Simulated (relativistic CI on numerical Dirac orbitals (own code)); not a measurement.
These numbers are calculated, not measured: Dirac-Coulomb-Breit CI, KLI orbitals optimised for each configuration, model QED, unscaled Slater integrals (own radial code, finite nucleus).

Configuration list (outside the closed core [Ne]): 3s2.3p4, 3s.3p5, 3s2.3p3.3d, 3p6, 3s.3p4.3d, 3p5.3d, 3s.3p3.3d2, 3s2.3p2.3d.4p, 3p5.4s, 3s.3p3.3d.4s, 3s2.3p3.4s, 3p5.4p, 3s2.3p3.4p, 3s2.3p3.4d, 3p4.3d.4p, 3s.3p4.4s, 3s2.3p3.4f, 3s.3p4.4p, 3s.3p4.4d, 3s.3p4.4f, 3s2.3p3.5s, 3s2.3p3.5p, 3s2.3p3.5d, 3s2.3p2.4s.4p, 3s2.3p3.5f, 3s2.3p3.5g, 3s.3p3.4s2, 3s.3p4.5s, 3s2.3p2.3d2, 3s2.3p.3d3, 3s.3p2.3d3, 3s2.3p.3d2.4s, 3s2.3p.3d2.4p, 3s2.3p.3d2.4d, 3p4.3d2, 3p3.3d3, 3p3.3d2.4s, 3p3.3d2.4p, 3p3.3d2.4d, 3s2.3p2.3d.4s, 3s.3p2.3d2.4s, 3s2.3p.3d.4s2, 3s2.3p.3d.4s.4p, 3s2.3p.3d.4s.4d, 3p4.3d.4s, 3p3.3d.4s2, 3p3.3d.4s.4p, 3p3.3d.4s.4d, 3s2.3p2.4s2, 3s.3p2.3d.4s2, 3s2.3p.4s2.4p, 3s2.3p.4s2.4d, 3s2.3p2.4p2, 3s2.3p.3d.4p2, 3s.3p2.3d.4p2, 3s2.3p.4s.4p2, 3s2.3p.4p3, 3s2.3p.4p2.4d, 3s.3p3.4s.4p, 3s.3p2.3d.4s.4p, 3s.3p2.4s2.4p, 3s.3p2.4s.4p2, 3s.3p2.4s.4p.4d. Double excitations out of closed p, d and f shells are left out; levels of such configurations are missing from the list, as are those of other unlisted configurations, and high levels can miss mixing partners. These lack a partner that the ground configuration has and come out too high: 3s2.3p3.4f, 3s.3p4.4p, 3s.3p4.4d, 3s.3p4.4f, 3s2.3p3.5s.

At this charge energies of transitions that change n are usually good to better than 1 %, and those within a shell (Δn = 0) to a few per cent.

Outline of the computed level scheme of Ag XXXII. Lowest level of each configuration: 3s2.3p4 3P_2 at 0.000 eV; 3s.3p5 3P°_2 at 122.883 eV; 3s2.3p3.3d 5D°_1 at 127.342 eV.

Some strong electric-dipole decays among the lowest 45 levels: 3s2.3p3.3d 3P°_0 → 3s2.3p4 3P_1 (5.3e+11 s⁻¹); 3s2.3p3.3d 1F°_3 → 3s2.3p4 1D_2 (4.1e+11 s⁻¹); 3s2.3p3.3d 3D°_3 → 3s2.3p4 3P_2 (3.6e+11 s⁻¹); 3s2.3p3.3d 3P°_1 → 3s2.3p4 3P_2 (3.3e+11 s⁻¹); 3s2.3p3.3d 3S°_1 → 3s2.3p4 1S_0 (2.9e+11 s⁻¹); 3s2.3p3.3d 3P°_1 → 3s2.3p4 3P_1 (2.8e+11 s⁻¹); 3s2.3p3.3d 1D°_2 → 3s2.3p4 3P_1 (2.0e+11 s⁻¹); 3s2.3p3.3d 1P°_1 → 3s2.3p4 1D_2 (2.0e+11 s⁻¹).

LS names give the leading component of a level, which can be under half, so a name can repeat, a term be missing and a line seem to break the LS rules.
